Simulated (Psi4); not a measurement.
C₄H₉AlClF (SMILES C[C](C)(C)[Al]([F])[Cl]), singlet, at a GFN2-xTB geometry (such geometries of metal compounds can be far from the true shape), atoms displaced at random by about 0.03 Å a coordinate; B3LYP/STO-3G, gradient in Psi4.

The Psi4 input:
```
memory 2 GB

molecule {
0 1
  Al    0.75360181   -0.02779505    0.17969289
  Cl    2.02941636    0.52201989   -1.21573805
  F     1.41943671   -0.49722159    1.73865195
  C    -1.24709776   -0.05523912    0.10724690
  C    -1.72610075   -1.20556024   -0.77182917
  C    -1.76375673   -0.25534792    1.57078583
  C    -1.76786057    1.23856502   -0.46540049
  H    -2.83544448   -1.22300105   -0.87182327
  H    -1.40153009   -2.24333613   -0.39244076
  H    -1.27401269   -1.11878712   -1.79976977
  H    -1.45752670   -1.21327110    2.00287042
  H    -1.53970887    0.51318821    2.17982061
  H    -2.94710002   -0.33211525    1.51346322
  H    -1.52855709    2.07787468    0.21535336
  H    -1.36928471    1.42498269   -1.40984583
  H    -2.85722249    1.23697974   -0.61637745
symmetry c1
no_reorient
no_com
}

set basis sto-3g

gradient('b3lyp')
print_variables()
```

It wrote (shortened):

```
gradient() will perform analytic gradient computation.

   => Loading Basis Set <=

    Name: STO-3G
    Role: ORBITAL
    Keyword: BASIS

         ---------------------------------------------------------
                                   SCF
               by Justin Turney, Rob Parrish, Andy Simmonett
                          and Daniel G. A. Smith
                              RKS Reference
         ---------------------------------------------------------

  ==> Geometry <==

    Molecular point group: c1
    Full point group: C1

    Geometry (in Angstrom), charge = 0, multiplicity = 1:

       Center              X                  Y                   Z               Mass
    ------------   -----------------  -----------------  -----------------  -----------------
         AL           0.753601810000    -0.027795050000     0.179692890000    26.981538530000
         CL           2.029416360000     0.522019890000    -1.215738050000    34.968852682000
         F            1.419436710000    -0.497221590000     1.738651950000    18.998403162730
         C           -1.247097760000    -0.055239120000     0.107246900000    12.000000000000
         C           -1.726100750000    -1.205560240000    -0.771829170000    12.000000000000
         C           -1.763756730000    -0.255347920000     1.570785830000    12.000000000000
         C           -1.767860570000     1.238565020000    -0.465400490000    12.000000000000
         H           -2.835444480000    -1.223001050000    -0.871823270000     1.007825032230
         H           -1.401530090000    -2.243336130000    -0.392440760000     1.007825032230
         H           -1.274012690000    -1.118787120000    -1.799769770000     1.007825032230
         H           -1.457526700000    -1.213271100000     2.002870420000     1.007825032230
         H           -1.539708870000     0.513188210000     2.179820610000     1.007825032230
         H           -2.947100020000    -0.332115250000     1.513463220000     1.007825032230
         H           -1.528557090000     2.077874680000     0.215353360000     1.007825032230
         H           -1.369284710000     1.424982690000    -1.409845830000     1.007825032230
         H           -2.857222490000     1.236979740000    -0.616377450000     1.007825032230

  Running in c1 symmetry.

  Rotational constants: A =      0.07638  B =      0.03888  C =      0.03087 [cm^-1]
  Rotational constants: A =   2289.90809  B =   1165.59918  C =    925.59526 [MHz]
  Nuclear repulsion =  440.587503637183659

  Charge       = 0
  Multiplicity = 1
  Electrons    = 72
  Nalpha       = 36
  Nbeta        = 36

  ==> Algorithm <==

  SCF Algorithm Type is DF.
  DIIS enabled.
  MOM disabled.
  Fractional occupation disabled.
  Guess Type is SAD.
  Energy threshold   = 1.00e-08
  Density threshold  = 1.00e-08
  Integral threshold = 1.00e-12

  ==> Primary Basis <==

  Basis Set: STO-3G
    Blend: STO-3G
    Number of shells: 34
    Number of basis functions: 52
    Number of Cartesian functions: 52
    Spherical Harmonics?: true
    Max angular momentum: 1

  ==> DFT Potential <==

   => LibXC <=

    Version 7.1.2
    S. Lehtola, C. Steigemann, M. J. T. Oliveira, and M. A. L. Marques,  SoftwareX 7, 1–5 (2018) (10.1016/j.softx.2017.11.002)

   => Composite Functional: B3LYP <=

    B3LYP Hyb-GGA Exchange-Correlation Functional

    P. J. Stephens, F. J. Devlin, C. F. Chabalowski, and M. J. Frisch,  J. Phys. Chem. 98, 11623 (1994) (10.1021/j100096a001)

    Deriv               =              1
    GGA                 =           TRUE
    Meta                =          FALSE

    Exchange Hybrid     =           TRUE
    MP2 Hybrid          =          FALSE

   => Exchange Functionals <=

    0.0800   Slater exchange
    0.7200         Becke 88

   => Exact (HF) Exchange <=

    0.2000               HF

   => Correlation Functionals <=

    0.1900   Vosko, Wilk & Nusair (VWN5_RPA)
    0.8100   Lee, Yang & Parr

   => LibXC Density Thresholds  <==

    XC_HYB_GGA_XC_B3LYP:  1.00E-15

   => Molecular Quadrature <=

    Radial Scheme          =       TREUTLER
    Pruning Scheme         =           NONE
    Nuclear Scheme         =       TREUTLER

    Blocking Scheme        =         OCTREE
    BS radius alpha        =              1
    Pruning alpha          =              1
    Radial Points          =             75
    Spherical Points       =            302
    Total Points           =         334287
    Total Blocks           =           2506
    Max Points             =            256
    Max Functions          =             47
    Weights Tolerance      =       1.00E-15

   => Loading Basis Set <=

    Name: (STO-3G AUX)
    Role: JKFIT
    Keyword: DF_BASIS_SCF

  ==> Integral Setup <==

  SCF_SUBTYPE=INCORE selected. In-core MEM_DF algorithm will be used.
  Using in-core AOs.

  ==> MemDFJK: Density-Fitted J/K Matrices <==

    J tasked:                   Yes
    K tasked:                   Yes
    wK tasked:                   No
    Algorithm:                 Core
    Schwarz Cutoff:           1E-12
    Mask sparsity (%):       4.0680
    Fitting Condition:        1E-10

   => Auxiliary Basis Set <=

  Basis Set: (STO-3G AUX)
    Blend: DEF2-UNIVERSAL-JKFIT
    Number of shells: 255
    Number of basis functions: 795
    Number of Cartesian functions: 939
    Spherical Harmonics?: true
    Max angular momentum: 4

  Minimum eigenvalue in the overlap matrix is 2.0389456053E-01.
  Reciprocal condition number of the overlap matrix is 7.8950786231E-02.
    Using symmetric orthogonalization.

  ==> Pre-Iterations <==

  SCF Guess: Superposition of Atomic Densities via on-the-fly atomic UHF (no occupation information).

   -------------------------
    Irrep   Nso     Nmo
   -------------------------
     A         52      52
   -------------------------
    Total      52      52
   -------------------------

  ==> Iterations <==

                           Total Energy        Delta E     RMS |[F,P]|

[...]
  @DF-RKS Final Energy:  -949.16563058027805
    Total Energy =                       -949.1656305802780480
[...]

         ------------------------------------------------------------
                                   SCF GRAD
                          Rob Parrish, Justin Turney,
                       Andy Simmonett, and Alex Sokolov
         ------------------------------------------------------------

  ==> Geometry <==

    Molecular point group: c1
    Full point group: C1

    Geometry (in Angstrom), charge = 0, multiplicity = 1:

       Center              X                  Y                   Z               Mass
    ------------   -----------------  -----------------  -----------------  -----------------
         AL           0.753601810000    -0.027795050000     0.179692890000    26.981538530000
         CL           2.029416360000     0.522019890000    -1.215738050000    34.968852682000
         F            1.419436710000    -0.497221590000     1.738651950000    18.998403162730
         C           -1.247097760000    -0.055239120000     0.107246900000    12.000000000000
         C           -1.726100750000    -1.205560240000    -0.771829170000    12.000000000000
         C           -1.763756730000    -0.255347920000     1.570785830000    12.000000000000
         C           -1.767860570000     1.238565020000    -0.465400490000    12.000000000000
         H           -2.835444480000    -1.223001050000    -0.871823270000     1.007825032230
         H           -1.401530090000    -2.243336130000    -0.392440760000     1.007825032230
         H           -1.274012690000    -1.118787120000    -1.799769770000     1.007825032230
         H           -1.457526700000    -1.213271100000     2.002870420000     1.007825032230
         H           -1.539708870000     0.513188210000     2.179820610000     1.007825032230
         H           -2.947100020000    -0.332115250000     1.513463220000     1.007825032230
         H           -1.528557090000     2.077874680000     0.215353360000     1.007825032230
         H           -1.369284710000     1.424982690000    -1.409845830000     1.007825032230
         H           -2.857222490000     1.236979740000    -0.616377450000     1.007825032230

  Nuclear repulsion =  440.587503637183659

  ==> Basis Set <==

  Basis Set: STO-3G
    Blend: STO-3G
    Number of shells: 34
    Number of basis functions: 52
    Number of Cartesian functions: 52
    Spherical Harmonics?: true
    Max angular momentum: 1

  ==> DFJKGrad: Density-Fitted SCF Gradients <==

    Gradient:                    1
    J tasked:                  Yes
    K tasked:                  Yes
    wK tasked:                  No
    Integrals threads:           1
    Schwarz Cutoff:          1E-12
    Fitting Condition:       1E-10

   => Auxiliary Basis Set <=

  Basis Set: (STO-3G AUX)
    Blend: DEF2-UNIVERSAL-JKFIT
    Number of shells: 255
    Number of basis functions: 795
    Number of Cartesian functions: 939
    Spherical Harmonics?: true
    Max angular momentum: 4

  ==> DFT Potential <==

   => LibXC <=

    Version 7.1.2
    S. Lehtola, C. Steigemann, M. J. T. Oliveira, and M. A. L. Marques,  SoftwareX 7, 1–5 (2018) (10.1016/j.softx.2017.11.002)

   => Composite Functional: B3LYP <=

    B3LYP Hyb-GGA Exchange-Correlation Functional

    P. J. Stephens, F. J. Devlin, C. F. Chabalowski, and M. J. Frisch,  J. Phys. Chem. 98, 11623 (1994) (10.1021/j100096a001)

    Deriv               =              1
    GGA                 =           TRUE
    Meta                =          FALSE

    Exchange Hybrid     =           TRUE
    MP2 Hybrid          =          FALSE

   => Exchange Functionals <=

    0.0800   Slater exchange
    0.7200         Becke 88

   => Exact (HF) Exchange <=

    0.2000               HF

   => Correlation Functionals <=

    0.1900   Vosko, Wilk & Nusair (VWN5_RPA)
    0.8100   Lee, Yang & Parr

   => LibXC Density Thresholds  <==

    XC_HYB_GGA_XC_B3LYP:  1.00E-15

   => Molecular Quadrature <=

    Radial Scheme          =       TREUTLER
    Pruning Scheme         =           NONE
    Nuclear Scheme         =       TREUTLER

    Blocking Scheme        =         OCTREE
    BS radius alpha        =              1
    Pruning alpha          =              1
    Radial Points          =             75
    Spherical Points       =            302
    Total Points           =         334287
    Total Blocks           =           2506
    Max Points             =            256
    Max Functions          =             47
    Weights Tolerance      =       1.00E-15

  -Total Gradient:
     Atom            X                  Y                   Z
    ------   -----------------  -----------------  -----------------
       1        0.034658655212     0.038862493037    -0.117819177782
       2       -0.037543696818    -0.016519487397     0.044116819098
       3        0.024195996622    -0.019997447008     0.068024592618
       4       -0.044825099296     0.015483064385    -0.023794152986
       5       -0.008953065649     0.050879446512     0.023002410063
       6        0.090458573376     0.075737750069     0.067855059961
       7        0.029769268832    -0.026194492183    -0.037364540304
       8       -0.007893260594    -0.000533666847    -0.000136085438
       9        0.010337716304    -0.030630717448     0.006370975127
      10        0.011965754185     0.000431786150    -0.012323444315
      11       -0.008279458275     0.001362998702    -0.002467318775
      12       -0.024392904520    -0.071481985810    -0.058569209280
      13       -0.050107697374    -0.006446683674    -0.005780688839
      14        0.001653482877    -0.000264256828     0.006839512370
      15       -0.025060276028    -0.012943295825     0.047444252796
      16        0.004215307316     0.002496616762    -0.005799662960

  Variable Map:
  ----------------------------------------------------------------------------
[...]
  Array Variable Map:
  ----------------------------------------------------------------------------
[...]
[...]
```
